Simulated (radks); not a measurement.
Coulomb parameter of the 3d shell of the zinc ion Zn2+ in the model configuration [Ar] 3d8.5 4s1.5, as a second difference U = [E(n + 0.25) + E(n - 0.25) - 2 E(n)] / (0.25)^2 with all orbitals relaxed. "Bare": the charge of the atom changes with n. "Screened": the 4s shell takes up the change at fixed total charge, which measures U(3d,3d) + U(4s,4s) - 2 U(3d,4s). Calculated with a radial shooting solver on a logarithmic mesh with Libxc functionals: scalar-relativistic Kohn-Sham, PBE, spin-unpolarised, spherical densities, point nucleus.

\begin{tabular}{lrr}
case & configuration & E - E(n) (eV) \\ \hline
start & [Ar] 3d8.5 4s1.5 & 0.000 \\
bare +0.25 & [Ar] 3d8.75 4s1.5 & -9.823 \\
bare -0.25 & [Ar] 3d8.25 4s1.5 & 11.100 \\
screened +0.25 & [Ar] 3d8.75 4s1.25 & -3.644 \\
screened -0.25 & [Ar] 3d8.25 4s1.75 & 3.993 \\
\end{tabular}

U(bare) = 20.439 eV, U(screened by 4s) = 5.581 eV, against the Slater integral F0(3d,3d) = 31.100 eV with frozen orbitals.
